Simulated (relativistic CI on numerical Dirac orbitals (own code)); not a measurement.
**What each ingredient does to the levels of Nb²¹⁺**

Base calculation: Dirac-Coulomb-Breit CI, orbitals from a KLI potential per configuration, model QED (radiative potential, 1s self-energy scaled to tabulated hydrogen-like ionisation energies), unscaled Slater integrals.

CI space (outside the closed core [Ne]): 3s²3p⁶3d², 3s²3p⁵3d³, 3s3p⁶3d³, 3s²3p⁶3d4s, 3s²3p⁶3d4p, 3s²3p⁶3d4d, 3s²3p⁶3d4f, 3s²3p⁵3d²4s, 3s²3p⁵3d²4p, 3s²3p⁶4s², 3s²3p⁶4s4p, 3p⁶3d⁴, 3p⁵3d⁵. Double excitations out of closed p, d and f shells are left out; levels of such configurations are missing from the list, as are those of other unlisted configurations, and high levels can miss mixing partners. These lack a partner that the ground configuration has and come out too high: 3s²3p⁵3d²4s, 3s²3p⁵3d²4p.

The lowest level and the first level of each name with at least 55 % of one term (blank where a level has no safe partner in the second run):

```
         Level  Base (cm⁻¹)  Shift (cm⁻¹)
 3s²3p⁶3d² ³F2            0             0
 3s²3p⁶3d² ³F3        23827           +30
 3s²3p⁶3d² ³F4        45527           +38
 3s²3p⁶3d² ³P0        63945          +233
 3s²3p⁶3d² ¹D2        66221            +8
 3s²3p⁶3d² ³P1        76495          +143
 3s²3p⁶3d² ³P2       102258           +72
 3s²3p⁶3d² ¹G4       104375          -276
 3s²3p⁶3d² ¹S0       217122         +2172
3s²3p⁵3d³ ⁵D°1       926300         -1086
3s²3p⁵3d³ ⁵D°0       931941         -1101
3s²3p⁵3d³ ⁵S°2       943831         -1067
3s²3p⁵3d³ ⁵F°5       959761         -1143
3s²3p⁵3d³ ⁵G°6       982882         -1152
```

At this charge energies of transitions that change n are usually good to better than 1 %, and those within a shell (Δn = 0) to a few per cent. Terms inside the open d or f shell come out 10 to 20 % too wide with unscaled integrals.

(1) One thing was changed in a second run, which moved the levels as shown. Which?
A. non-relativistic limit
B. QED terms removed
C. Breit term removed
D. only the first 3 configurations

Answers

(1) D. Only the first 3 configurations. With fewer configurations the levels that remain lose their mixing partners.

LS names give the leading component of a level, which can be under half, so a name can repeat, a term be missing and a line seem to break the LS rules.
